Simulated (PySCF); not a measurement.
# A small calculation by hand: chemical shift, span and skew from a shielding tensor

F3H3O2Ti, SMILES [OH][Ti](<-[OH2])([F])([F])[F], multiplicity 1. Atoms are numbered in the order given.

```xyz
9

Ti     0.1582     0.0849    -0.1666
F      1.0228    -1.4184     0.0765
F     -1.4062    -0.0845    -0.9864
F      0.2499     1.3100     1.1093
O      1.1540     0.8198    -1.4287
H      1.7539     0.4994    -2.1131
O     -1.2347    -0.7875     1.5173
H     -2.1093    -0.8121     1.1000
H     -1.2789    -0.0768     2.1751
```

Geometry optimised at B3LYP-D3(BJ)/def2-SVP. The spin state was assumed, not searched. The values are those of a single conformer.

GIAO shieldings from PBE/pcSseg-1 (PySCF), non-relativistic, no solvent. The symmetric part of the tensor of F2 has the principal values -435.4, -406.9, 273.3 ppm. The same nucleus in CFCl3 has σ = 133.6 ppm at this level (PySCF, at its B3LYP-D3(BJ)/def2-TZVP geometry).

Question: Work out the isotropic shielding, the ¹⁹F shift against CFCl3, the span and the skew.

Answer: 
σ(iso) = (σ11 + σ22 + σ33)/3 = -189.7 ppm. δ = σ(ref) − σ(iso) = 133.6 − (-189.7) = 323.3 ppm.
Span Ω = σ33 − σ11 = 708.7 ppm. Skew κ = 3(σ(iso) − σ22)/Ω = 0.92. Tumbling in solution averages the tensor to δ; in a static solid the shielding alone would spread this spin-1/2 line over Ω.
